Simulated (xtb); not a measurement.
xtb input (GFN1-xTB):

```bash
xtb mol.xyz --gfn 1 --opt tight --chrg 0 --uhf 0
```
mol.xyz:
```
14

Si    -2.08271016     1.16685804    -0.08645439
Si    -1.17969787    -0.95437067     0.33779647
Si     1.11436054    -0.75439425     0.77827168
Si     2.14395526     0.43488275    -0.95971168
H     -1.79925194     2.07317811     1.05305053
H     -1.45635992     1.73511341    -1.30470111
H     -3.55030887     1.10285426    -0.29060147
H     -1.37194873    -1.81414297    -0.85872228
H     -1.88291602    -1.58945898     1.48211595
H      1.74210566    -2.09314928     0.92315451
H      1.30202613    -0.01454041     2.05311435
H      1.59192740     1.81037807    -1.01101245
H      1.86975584    -0.22929215    -2.25737207
H      3.61226177     0.51739773    -0.76765506
```

Output:

```
           -------------------------------------------------
          |                Calculation Setup                |
           -------------------------------------------------

           -------------------------------------------------
          |                 G F N 1 - x T B                 |
           -------------------------------------------------

        Reference                      10.1021/acs.jctc.7b00118
      * Hamiltonian:
        H0-scaling (s, p, d)           1.850000    2.250000    2.000000
        zeta-weighting                 0.000000
      * Dispersion:
        s8                             2.400000
        a1                             0.630000
        a2                             5.000000
        s9                             0.000000
      * Repulsion:
        kExp                           1.500000
        rExp                           1.000000
      * Coulomb:
        alpha                          2.000000
        third order                    atomic
        anisotropic                    false
      * Halogen bond correction:
        rad-scale                      1.300000
        damping                        0.440000

          ...................................................
          :                      SETUP                      :
          :.................................................:
          :  # basis functions                  60          :
          :  # atomic orbitals                  56          :
          :  # shells                           32          :
          :  # electrons                        26          :
          :  # halogen bonds                     0          :
          :  max. iterations                   250          :
          :  Hamiltonian                  GFN1-xTB          :
          :  restarted?                      false          :
          :  GBSA solvation                  false          :
          :  PC potential                    false          :
          :  electronic temp.          300.0000000     K    :
          :  accuracy                    1.0000000          :
          :  -> integral cutoff          0.2500000E+02      :
          :  -> integral neglect         0.1000000E-07      :
          :  -> SCF convergence          0.1000000E-05 Eh   :
          :  -> wf. convergence          0.2000000E-04 e    :
          :  Broyden damping             0.4000000          :
          :  net charge                          0          :
          :  unpaired electrons                  0          :
          ...................................................

 iter      E             dE          RMSdq      gap      omega  full diag
   1    -12.8271026 -0.128271E+02  0.475E+00    3.98       0.0  T
   2    -12.8608190 -0.337164E-01  0.262E+00    3.61       1.0  T
   3    -12.8629938 -0.217480E-02  0.576E-01    3.37       1.0  T
   4    -12.8641754 -0.118158E-02  0.118E-01    3.45       1.0  T
   5    -12.8643493 -0.173889E-03  0.289E-02    3.44       1.0  T
   6    -12.8643534 -0.415459E-05  0.144E-02    3.44       1.9  T
   7    -12.8643542 -0.790466E-06  0.186E-03    3.44      14.3  T
[...]
        14                         -0.2903066              -7.8996 (LUMO)
        15                         -0.2874491              -7.8219
        16                         -0.2695012              -7.3335
        17                         -0.2691679              -7.3244
        18                         -0.2522945              -6.8653
        19                         -0.2359982              -6.4218
        20                         -0.2221170              -6.0441
        21                         -0.1923857              -5.2351
        22                         -0.1914001              -5.2083
        23                         -0.1758795              -4.7859
        24                         -0.1552200              -4.2238
       ...                                ...                  ...
        56                          1.8843200              51.2750
      -------------------------------------------------------------
                  HL-Gap            0.1266244 Eh            3.4456 eV
             Fermi-level           -0.3536188 Eh           -9.6225 eV

  Mulliken/CM5 charges         n(s)   n(p)   n(d)
     1Si    0.18340 -0.07095   1.334  2.051  0.431
     2Si    0.09844 -0.07068   1.347  2.116  0.439
     3Si    0.09849 -0.07061   1.347  2.116  0.439
     4Si    0.18326 -0.07108   1.334  2.052  0.431
     5H    -0.06135  0.02366   1.061  0.000  0.000
     6H    -0.06186  0.02305   1.062  0.000  0.000
     7H    -0.05656  0.02855   1.057  0.000  0.000
     8H    -0.05298  0.03122   1.053  0.000  0.000
     9H    -0.04902  0.03522   1.049  0.000  0.000
    10H    -0.04896  0.03528   1.049  0.000  0.000
    11H    -0.05301  0.03117   1.053  0.000  0.000
    12H    -0.06184  0.02305   1.062  0.000  0.000
    13H    -0.06141  0.02360   1.061  0.000  0.000
    14H    -0.05659  0.02853   1.057  0.000  0.000

Wiberg/Mayer (AO) data.
largest (>0.10) Wiberg bond orders for each atom

 ---------------------------------------------------------------------------
     #   Z sym  total        # sym  WBO       # sym  WBO       # sym  WBO
 ---------------------------------------------------------------------------
     1  14 Si   3.968 --     2 Si   1.018     5 H    0.913     6 H    0.911
                             7 H    0.909     3 Si   0.103
     2  14 Si   4.121 --     1 Si   1.018     3 Si   0.989     8 H    0.878
                             9 H    0.877     4 Si   0.103
     3  14 Si   4.122 --     4 Si   1.019     2 Si   0.989    11 H    0.878
                            10 H    0.877     1 Si   0.103
     4  14 Si   3.968 --     3 Si   1.019    13 H    0.913    12 H    0.911
                            14 H    0.909     2 Si   0.103
     5   1 H    0.989 --     1 Si   0.913
     6   1 H    0.989 --     1 Si   0.911
     7   1 H    0.988 --     1 Si   0.909
     8   1 H    0.989 --     2 Si   0.878
     9   1 H    0.989 --     2 Si   0.877
    10   1 H    0.989 --     3 Si   0.877
    11   1 H    0.989 --     3 Si   0.878
    12   1 H    0.989 --     4 Si   0.911
    13   1 H    0.989 --     4 Si   0.913
    14   1 H    0.988 --     4 Si   0.909
 ---------------------------------------------------------------------------

Topologies differ in total number of bonds
Writing topology from bond orders to xtbtopo.mol

 dipole moment from electron density (au)
     X       Y       Z
  -0.0066  -0.1375   0.0908  total (Debye):    0.419

           -------------------------------------------------
          |                Geometry Summary                 |
           -------------------------------------------------

      molecular mass/u    :      122.4214023
   center of mass at/Å    :       -0.0001417      -0.0026067       0.0017139
  moments of inertia/u·Å² :        0.1421788E+03   0.4826738E+03   0.5816896E+03
Note: The following floating-point exceptions are signalling: IEEE_UNDERFLOW_FLAG IEEE_DENORMAL
normal termination of xtb
rotational constants/cm⁻¹ :        0.1185664E+00   0.3492552E-01   0.2898046E-01

 * 13 selected distances

     #   Z          #   Z                                           value/Å
     1  14 Si       2  14 Si                                      2.3278705
     2  14 Si       3  14 Si                                      2.3406798 (max)
     3  14 Si       4  14 Si                                      2.3270786
     1  14 Si       5   1 H                                       1.4635136
     1  14 Si       6   1 H                                       1.4645473
     1  14 Si       7   1 H                                       1.4625670 (min)
     2  14 Si       8   1 H                                       1.4754055
     2  14 Si       9   1 H                                       1.4740746
     3  14 Si      10   1 H                                       1.4741032
     3  14 Si      11   1 H                                       1.4755149
     4  14 Si      12   1 H                                       1.4646148
     4  14 Si      13   1 H                                       1.4635268
     4  14 Si      14   1 H                                       1.4625673

 * 2 distinct bonds (by element types)

   Z      Z             #   av. dist./Å        max./Å        min./Å
   1 H   14 Si         10     1.4680435     1.4755149     1.4625670
  14 Si  14 Si          3     2.3318763     2.3406798     2.3270786

optimized geometry written to: xtbopt.xyz

           -------------------------------------------------
          | TOTAL ENERGY              -12.774655723877 Eh   |
          | GRADIENT NORM               0.000431649432 Eh/α |
          | HOMO-LUMO GAP               3.445625044220 eV   |
           -------------------------------------------------

------------------------------------------------------------------------
------------------------------------------------------------------------
 total:
 SCF:
 ANC optimizer:
```
